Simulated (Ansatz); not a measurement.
Born–Oppenheimer molecular dynamics of C3H3Li (7 atoms, charge 0, multiplicity 1). It starts from a relaxed structure.

All numbers below come from RKS LDA/def2-SVP (Ansatz).

* ensemble: NVT, Nosé–Hoover chain
* time step: 0.25 fs
* steps asked: 300
* set temperature: 500 K
* thermostat: time constant 300 fs, chain length 5
* seed: 505402

First frame:

```xyz
7
Properties=species:S:1:pos:R:3
Li -2.368 -2.558 -0.097
C -1.103 -1.193 -0.046
C -0.262 -0.283 -0.012
C 0.720 0.777 0.030
H 1.506 0.653 -0.750
H 1.246 0.823 1.010
H 0.261 1.780 -0.135
```

Problem. How far do the bonds stretch over the last three quarters of this one trajectory? (Pairs bonded in most of those frames.)

Solution. 
```
  bond  mean (Å)  spread (Å)  shortest  longest
Li1–C2     1.862       0.035      1.81     1.93
 C2–C3     1.242       0.012      1.22     1.26
 C3–C4     1.451       0.040      1.38     1.50
 C4–H5     1.124       0.052      1.04     1.20
 C4–H6     1.116       0.014      1.09     1.14
 C4–H7     1.115       0.018      1.09     1.14
```

Mean temperature of the second half: 227 K. The conserved energy stayed within 0.092 meV per atom of its start (net change 0.07 meV per atom), so the integration is sound. The mean temperature of the second half is 55 % below the set value. A run of 0.075 ps of so small a system gives no equilibrium averages.

Time of the run: 4.3 min on 1 CPU thread of a shared host.
